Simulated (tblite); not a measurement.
Input of a run (GFN2-xTB geometry optimisation, gas phase (tblite 0.8.0)), started from a force field or distance geometry:
```
{"job": {"kind": "relax", "xc": "GFN2-xTB", "basis": "xTB"}, "charge": 0, "multiplicity": 1}
C     -3.403200    -0.384800    -0.300200
C     -2.165000    -0.919600     0.325200
O     -2.151200    -1.914600     1.096700
C     -0.922400    -0.216000     0.003000
P     -0.797200     1.150300    -1.016600
C      0.685900     1.979200    -1.404700
P      2.141400     1.386100    -0.695200
C      2.095800     0.008700     0.364000
C      3.349600    -0.512500     0.973300
P      0.569500    -0.759200     0.686500
H     -3.642500     0.631800     0.051800
H     -3.212700    -0.399000    -1.393000
H     -4.245700    -1.051900    -0.014800
H      0.643200     2.838900    -2.074700
H      3.732300     0.242100     1.688100
H      3.220800    -1.449200     1.533500
H      4.094300    -0.618100     0.167200
```

Output (eV, eV/Å):
```
step      E/eV     max force
  0    -758.96044    4.852
  1    -759.81823    3.985
  2    -760.33672    1.498
  3    -760.43081    1.087
  4    -760.55129    0.909
  5    -760.60952    0.784
  6    -760.65861    0.510
  7    -760.67790    0.297
  8    -760.69478    0.325
  9    -760.70179    0.243
 10    -760.70620    0.136
 11    -760.71008    0.169
 12    -760.71507    0.216
 13    -760.71962    0.204
 14    -760.72281    0.125
 15    -760.72459    0.110
 16    -760.72579    0.075
 17    -760.72676    0.080
 18    -760.72750    0.081
 19    -760.72812    0.075
 20    -760.72883    0.083
 21    -760.72972    0.081
 22    -760.73066    0.069
 23    -760.73139    0.067
 24    -760.73188    0.078
 25    -760.73231    0.078
 26    -760.73275    0.060
 27    -760.73310    0.042
 28    -760.73331    0.040
 29    -760.73347    0.041
 30    -760.73367    0.041
 31    -760.73390    0.039
 32    -760.73406    0.029
 33    -760.73413    0.015
 34    -760.73415    0.015
 35    -760.73419    0.013
 36    -760.73422    0.015
 37    -760.73425    0.013
 38    -760.73428    0.013
 39    -760.73430    0.015
 40    -760.73433    0.017
 41    -760.73436    0.014
 42    -760.73439    0.010
 43    -760.73440    0.007
```

Question: Summarise the run.

Answer: The energy falls by 171.2 kJ/mol over 43 L-BFGS steps, the largest force on an atom goes from 4.85 to 0.007 eV/Å, and the atoms move by 0.149 Å rms after alignment. The bond that changes most is C2=O3 (ketone carbonyl carbon to ketone oxygen), which shortens by 0.042 Å. Bonds longer at the end by more than 0.005 Å: 6 of 17; shorter: 8. Among the angles that change most is C4–P5–C6, from 125.1° to 105.1°. The energy never rose by more than 1e-5 eV on the way. The first step brought 48 % of the lowering.

Question: What are the final bond lengths?

Answer: C1–C2 1.503 Å, C2=O3 1.217 Å, C2–C4 1.472 Å, C4–P5 1.742 Å, P5–C6 1.726 Å, C6–P7 1.729 Å, P7–C8 1.746 Å, C8–C9 1.511 Å, C8–P10 1.743 Å, C4–P10 1.757 Å, C1–H11 1.089 Å, C1–H12 1.089 Å, C1–H13 1.087 Å, C6–H14 1.089 Å, C9–H15 1.091 Å, C9–H16 1.090 Å, C9–H17 1.090 Å. Numbering counts from 1 in the input's order; the species is `CC(=O)C1=PC=PC(C)=P1`.

Its lowest GFN2-xTB frequency is 12i cm⁻¹, too small to tell a flat minimum from a shallow saddle. The numbers are those of one conformer. 3 starts were optimised and ended at 0.00, 0.44 and -10.86 kcal/mol (GFN2-xTB); the lowest of these is shown.

Conformer computed: `[CH3:1][C:2](=[O:3])[c:4]1[p:5][cH:6][p:7][c:8]([CH3:9])[p:10]1`: C1–C2–C4–P5 1°.
